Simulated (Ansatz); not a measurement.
Consider the formal hydrolysis of a B–F bond: `COBF` + H₂O → `COBO` + H–F.

Computed with Ansatz on PBE0-D4/def2-TZVP structures; ΔE is electronic, products minus reactants. CBS: MP2 limit from def2 TZ/QZ plus the TZ coupled-cluster correction, frozen cores. This one scheme is used for every species. Functionals use def2-TZVPP. HSE06 is defined as in plane-wave codes. Each species was taken in one conformer, which may not be the lowest.

```csv
level,ΔE (kcal/mol),difference from CCSD(T)/CBS
B97M-V,4.4,1.1
r2SCAN0-D4,3.6,0.3
BHLYP-D4,4.0,0.7
HSE06,3.3,0.0
BHLYP,4.3,1.0
MP2/def2-SVP,2.5,-0.8
MP2/def2-TZVPP,2.9,-0.4
CCSD/def2-TZVPP,3.6,0.3
MP2/def2-QZVPP,2.9,-0.4
CCSD/CBS(def2),3.6,0.3
CCSD(T)/CBS,3.3,0
```

Largest T1 diagnostic among the species: 0.013.

Leaving LDA and LC-ωPBE aside and taking each functional with its dispersion term where it has one, the values, not all of them listed here, spread over 1.5 kcal/mol, from revPBE-D4 to B97M-V. LDA lies −1.1 kcal/mol from PBE without D4. In def2-TZVPP, CCSD(T) changes the Hartree–Fock value by −1.9 kcal/mol (the triples alone add −0.3 kcal/mol) and MP2 by −2.3 kcal/mol.
